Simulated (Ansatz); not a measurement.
Born–Oppenheimer molecular dynamics of C2H9BOSi (14 atoms, charge 0, multiplicity 1). It goes on from the last frame of an earlier run, with new velocities.

Computed with RKS PBE0-D4/STO-3G in Ansatz.

```
ensemble                      : NVE (Milne-controlled integrator)
time step                     : 1 fs
steps asked                   : 166
starting velocities drawn for : 300 K
masses                        : H 2.014 u
seed                          : 483560
```

Frames 2 fs apart, positions in Å.

Velocities at 90.0 fs (Å/ps):

```
B -2.77 -9.09 -8.92
O 2.82 -0.10 -0.88
C 10.29 4.12 3.84
C -4.87 1.19 -2.70
Si -5.00 -0.60 0.38
H -1.58 -20.23 10.04
H 3.66 35.27 3.79
H 23.62 7.60 -18.93
H -15.78 29.76 15.78
H -5.74 -2.22 -10.86
H -5.52 -8.75 23.12
H -0.24 1.88 -8.74
H 30.63 -9.72 0.05
H 0.83 -7.35 28.43
```

```xyz
14
Properties=species:S:1:pos:R:3 time_fs=90.0 energy_less_start_eV=-0.503 T=623
B -1.792 1.588 0.052
O -1.108 0.594 -0.478
C 0.133 0.010 0.210
C 1.289 0.475 -0.687
Si 0.132 -1.820 0.392
H -1.407 2.022 1.087
H -2.796 1.958 -0.523
H 0.303 0.383 1.213
H 1.082 0.469 -1.720
H 2.150 -0.178 -0.499
H 1.561 1.513 -0.504
H -1.000 -2.207 1.127
H 1.426 -2.278 1.011
H -0.102 -2.467 -0.853
14
Properties=species:S:1:pos:R:3 time_fs=92.0 energy_less_start_eV=-0.260 T=466
B -1.799 1.573 0.036
O -1.101 0.591 -0.479
C 0.151 0.020 0.214
C 1.282 0.477 -0.690
Si 0.123 -1.823 0.393
H -1.415 1.983 1.103
H -2.778 2.025 -0.511
H 0.348 0.410 1.186
H 1.042 0.522 -1.710
H 2.141 -0.179 -0.522
H 1.553 1.499 -0.453
H -1.008 -2.206 1.121
H 1.472 -2.291 1.005
H -0.098 -2.484 -0.806
14
Properties=species:S:1:pos:R:3 time_fs=94.0 energy_less_start_eV=-0.334 T=515
B -1.807 1.563 0.029
O -1.089 0.582 -0.482
C 0.163 0.033 0.210
C 1.279 0.481 -0.688
Si 0.117 -1.826 0.396
H -1.436 1.948 1.108
H -2.742 2.080 -0.496
H 0.385 0.457 1.187
H 0.988 0.563 -1.738
H 2.139 -0.177 -0.551
H 1.552 1.495 -0.394
H -1.029 -2.209 1.137
H 1.478 -2.289 0.984
H -0.089 -2.512 -0.789
14
Properties=species:S:1:pos:R:3 time_fs=96.0 energy_less_start_eV=-0.423 T=572
B -1.814 1.558 0.029
O -1.075 0.569 -0.485
C 0.168 0.047 0.203
C 1.280 0.488 -0.687
Si 0.113 -1.831 0.400
H -1.469 1.916 1.102
H -2.697 2.122 -0.485
H 0.408 0.516 1.202
H 0.932 0.592 -1.770
H 2.143 -0.173 -0.585
H 1.560 1.495 -0.335
H -1.056 -2.215 1.171
H 1.443 -2.272 0.951
H -0.080 -2.548 -0.805
14
Properties=species:S:1:pos:R:3 time_fs=98.0 energy_less_start_eV=-0.357 T=530
B -1.817 1.554 0.037
O -1.060 0.554 -0.489
C 0.167 0.060 0.198
C 1.285 0.500 -0.693
Si 0.110 -1.837 0.406
H -1.508 1.890 1.096
H -2.653 2.154 -0.485
H 0.411 0.571 1.208
H 0.889 0.611 -1.775
H 2.153 -0.170 -0.627
H 1.575 1.495 -0.286
H -1.075 -2.217 1.211
H 1.383 -2.247 0.914
H -0.068 -2.585 -0.838
14
Properties=species:S:1:pos:R:3 time_fs=100.0 energy_less_start_eV=-0.261 T=467
B -1.813 1.548 0.047
O -1.048 0.540 -0.492
C 0.162 0.073 0.198
C 1.293 0.518 -0.706
Si 0.104 -1.844 0.412
H -1.549 1.872 1.105
H -2.619 2.177 -0.502
H 0.389 0.609 1.192
H 0.867 0.625 -1.745
H 2.164 -0.164 -0.674
H 1.596 1.488 -0.256
H -1.074 -2.215 1.250
H 1.326 -2.223 0.887
H -0.054 -2.610 -0.868
14
Properties=species:S:1:pos:R:3 time_fs=102.0 energy_less_start_eV=-0.296 T=490
B -1.803 1.537 0.057
O -1.039 0.530 -0.496
C 0.155 0.083 0.204
C 1.303 0.538 -0.720
Si 0.094 -1.850 0.415
H -1.586 1.863 1.138
H -2.591 2.189 -0.533
H 0.346 0.629 1.158
H 0.862 0.638 -1.698
H 2.168 -0.155 -0.726
H 1.623 1.479 -0.248
H -1.052 -2.208 1.282
H 1.306 -2.211 0.883
H -0.038 -2.616 -0.881
14
Properties=species:S:1:pos:R:3 time_fs=104.0 energy_less_start_eV=-0.422 T=571
B -1.788 1.524 0.065
O -1.035 0.524 -0.500
C 0.149 0.087 0.211
C 1.316 0.557 -0.731
Si 0.080 -1.856 0.416
H -1.620 1.857 1.188
H -2.562 2.185 -0.571
H 0.288 0.638 1.126
H 0.862 0.660 -1.669
H 2.166 -0.141 -0.781
H 1.657 1.474 -0.262
H -1.014 -2.198 1.307
H 1.332 -2.214 0.907
H -0.024 -2.601 -0.872
14
Properties=species:S:1:pos:R:3 time_fs=106.0 energy_less_start_eV=-0.512 T=629
B -1.772 1.512 0.072
O -1.036 0.522 -0.503
C 0.145 0.084 0.213
C 1.331 0.574 -0.733
Si 0.065 -1.861 0.415
H -1.651 1.849 1.234
H -2.529 2.160 -0.608
H 0.225 0.648 1.119
H 0.855 0.695 -1.679
H 2.159 -0.127 -0.835
H 1.698 1.483 -0.290
H -0.971 -2.190 1.330
H 1.381 -2.225 0.948
H -0.014 -2.569 -0.847
14
Properties=species:S:1:pos:R:3 time_fs=108.0 energy_less_start_eV=-0.444 T=585
B -1.755 1.501 0.079
O -1.041 0.525 -0.506
C 0.145 0.075 0.210
C 1.343 0.586 -0.729
Si 0.052 -1.864 0.414
H -1.679 1.831 1.261
H -2.488 2.117 -0.639
H 0.163 0.661 1.142
H 0.846 0.742 -1.714
H 2.154 -0.119 -0.887
H 1.747 1.510 -0.325
H -0.936 -2.186 1.358
H 1.420 -2.236 0.990
H -0.010 -2.532 -0.822
14
Properties=species:S:1:pos:R:3 time_fs=110.0 energy_less_start_eV=-0.264 T=469
B -1.742 1.495 0.089
O -1.048 0.529 -0.510
C 0.148 0.062 0.205
C 1.350 0.596 -0.725
Si 0.043 -1.865 0.415
H -1.703 1.804 1.262
H -2.445 2.062 -0.662
H 0.109 0.663 1.176
H 0.849 0.794 -1.741
H 2.154 -0.120 -0.934
H 1.798 1.545 -0.362
H -0.920 -2.190 1.394
H 1.425 -2.240 1.021
H -0.017 -2.500 -0.813
14
Properties=species:S:1:pos:R:3 time_fs=112.0 energy_less_start_eV=-0.191 T=422
B -1.732 1.492 0.099
O -1.054 0.533 -0.514
C 0.153 0.051 0.200
C 1.352 0.606 -0.725
Si 0.041 -1.863 0.418
H -1.720 1.770 1.243
H -2.411 2.007 -0.679
H 0.070 0.641 1.199
H 0.867 0.844 -1.740
H 2.155 -0.125 -0.972
H 1.842 1.571 -0.399
H -0.919 -2.199 1.435
H 1.391 -2.235 1.036
H -0.033 -2.483 -0.832
```

Of the whole run (166 fs, mean temperature of the second half 504 K): The conserved energy stayed within 0.21 meV per atom of its start (net change -0.084 meV per atom), so the integration is sound. The system heated up, since it started high on the potential surface and ran downhill. A run of 0.17 ps of so small a system gives no equilibrium averages. Limits of this set-up: minimal basis.

Run time: 4.3 min on 1 thread of Intel(R) Xeon(R) Platinum 8488C (Sapphire Rapids), with other jobs on the host, peak memory 0.2 GiB.
